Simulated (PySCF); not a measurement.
**Simulated absorption spectrum**

C6H12AlOP.
SMILES: `C#C[P+]1([AlH3-])CCOCC1`

Computed with TDDFT B3LYP/def2-SVPD, vertical, gas phase, core orbitals frozen in the response (PySCF). Isolated species at its PBE0-D3(BJ)/def2-SVP geometry (one conformer only).

Computed states:

```
state  E (eV)       f
   S1    5.23  0.0082
   S2    5.45  0.0000
   S3    5.56  0.0036
   S4    5.73   0.071
   S5    5.80  0.0057
   S6    5.85  0.0090
   S7    5.99  0.0000
   S8    6.26  0.0036
   S9    6.31  0.0003
  S10    6.58   0.029
```

Broadening: Gaussians 0.25 eV wide at half height, area fixed by f = 4.319×10⁻⁹ ∫ε dν̃. The cross-section is σ = 3.8235×10⁻²¹ ε cm², given in Mb (10⁻¹⁸ cm²). The width is an assumption, not a result. The curve ends short of the highest state used, and states not computed would add to its high-energy end.

(1) Give the broadened spectrum and its maxima.

(2) Coming from long wavelengths, where does ε first pass 100 L mol⁻¹ cm⁻¹?

(3) On this curve, what absorbance would a 10⁻⁴ mol/L sample give at 222 nm over a 1 cm path?

## Answers

(1) 
(E (eV), σ (Mb)): (4.86, 0.01), (4.89, 0.02), (4.91, 0.03), (4.94, 0.07), (4.96, 0.12), (4.99, 0.24), (5.02, 0.44), (5.04, 0.63), (5.07, 1.02), (5.09, 1.34), (5.12, 1.90), (5.15, 2.47), (5.17, 2.82), (5.20, 3.22), (5.22, 3.37), (5.25, 3.37), (5.28, 3.14), (5.30, 2.89), (5.33, 2.44), (5.35, 2.15), (5.38, 1.83), (5.41, 1.77), (5.43, 1.93), (5.46, 2.56), (5.48, 3.31), (5.51, 5.08), (5.54, 7.75), (5.56, 10.10), (5.59, 14.44), (5.61, 17.76), (5.64, 23.02), (5.67, 27.92), (5.69, 30.57), (5.72, 33.06), (5.74, 33.50), (5.77, 32.24), (5.80, 28.98), (5.82, 26.01), (5.85, 20.93), (5.87, 17.48), (5.90, 12.68), (5.93, 8.67), (5.95, 6.52), (5.98, 4.07)

Maxima: 237 nm (5.24 eV), ε about 890, made up of S1 (100%); 216 nm (5.74 eV), ε about 8800, made up of S4 (87%) (ε in L mol⁻¹ cm⁻¹; maxima over ε = 5, shares over 10%).

(2) At about 247 nm (5.01 eV), 0.22 eV below S1.

(3) 222 nm is 5.585 eV, where ε is about 3600 L mol⁻¹ cm⁻¹, so A = ε c l ≈ 0.36 (Beer–Lambert, with the gas-phase spectrum and the assumed width).

The vertical ionisation energy (ΔSCF) is 9.21 eV, 2.63 eV above S10.

The run took 9.3 min on Arm Neoverse V2, one thread, no GPU, shared host, and the process peaked at 1.2 GiB of memory.
